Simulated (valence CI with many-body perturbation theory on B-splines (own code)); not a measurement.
Values are calculated unless marked as measured or tabulated.
## Sensitivity of CI+MBPT for Sb36+

Level of theory: valence CI with perturbative core correlation (CI+MBPT): five valence electrons over a frozen Dirac-Fock core [Ne], radial functions for each j: 6 s, 6 p, 5 d, 3 f, 1 g, with the one-electron correlation potential Σ1 (screened to all orders), the two-electron term Σ2, the three-electron term Σ3, Breit, model QED; selected single and double excitations, second order for the rest, scaled by the run's own slope (own B-spline code, finite nucleus).

No measured spectrum was set against this ion. As an estimate, large intervals hold to a few tenths of a per cent, small ones and those within an open d or f shell to about a per cent. Among the levels kept, up to 1200 cm⁻¹ of a level comes from second order outside the variational space, and about a tenth of that is noise between levels of different J, which matters for small intervals.

The reference run has the lowest level (3s^2 3p1/2^2 3p3/2) J=3/2 and an ionisation energy of 2429.82 eV. Its largest variational space holds 10001 state functions.

Levels are named by their leading jj configuration (3d3/2^4 stands for four electrons in 3d with j = 3/2), which in mixed levels can hold well under half, so a name can repeat and another be missing. Letters in brackets count levels of one name in rising energy.

| Level | Reference (cm⁻¹) | Shift (cm⁻¹) |
| --- | --- | --- |
| (3s^2 3p1/2 3p3/2^2) J=3/2 | 428017 | -315 |
| (3s^2 3p1/2 3p3/2^2) J=5/2 | 489063 | -185 |
| (3s^2 3p1/2 3p3/2^2) J=1/2 | 564163 | -24 |
| (3s^2 3p3/2^3) J=3/2 | 999523 | -379 |
| (3s^2 3p1/2^2 3d3/2) J=3/2 | 1129270 | +774 |
| (3s 3p1/2^2 3p3/2^2) J=5/2 | 1176520 | -152 |
| (3s^2 3p1/2^2 3d5/2) J=5/2 | 1335850 | +1288 |
| (3s 3p1/2^2 3p3/2^2) J=1/2 | 1363780 | +311 |
| (3s 3p1/2^2 3p3/2^2) J=3/2 | 1377190 | +655 |
| (3s^2 3p1/2 3p3/2 3d3/2) J=5/2 [a] | 1559870 | +603 |
| (3s^2 3p1/2 3p3/2 3d3/2) J=3/2 [a] | 1562100 | +574 |
| (3s^2 3p1/2 3p3/2 3d3/2) J=1/2 [a] | 1568940 | +581 |

The ionisation energy moves by -0.0073 eV.

Problem. Which of these changes was made?
A. size limit of the variational space 10000 → 1500; QED terms on → off
B. scale of Σ2 1 → 0.5
C. averaging of valence orbitals over low configurations on → off

Solution. B. scale of Σ2 1 → 0.5.
